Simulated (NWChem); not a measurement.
Molecule: AlGeH4OCl; SMILES [OH][Al]([Cl])[GeH3]

```xyz
8

Al     0.4387    -0.7178     0.0000
Cl    -0.9872    -2.2942     0.0000
Ge    -0.2213     1.6455     0.0000
H     -1.0815     1.9844    -1.2483
H     -1.0815     1.9844     1.2483
H      1.0126     2.5854     0.0000
O      2.1086    -1.1074     0.0000
H      2.4440    -2.0189     0.0000
```
Atoms are numbered in this order, from 1.

All runs: NWChem. Medium grid unless said otherwise, to which SCAN and Minnesota functionals are sensitive. All runs use the structure optimised with PBE-D3(BJ)/def2-SVP.

Task: Order these by “highest occupied level (eV)”, lowest first: N12/def2-SVP; B3LYP/def2-SVP; Hartree-Fock/def2-SVP.

Result: Hartree-Fock/def2-SVP (-10.76), B3LYP/def2-SVP (-7.90), N12/def2-SVP (-6.81)
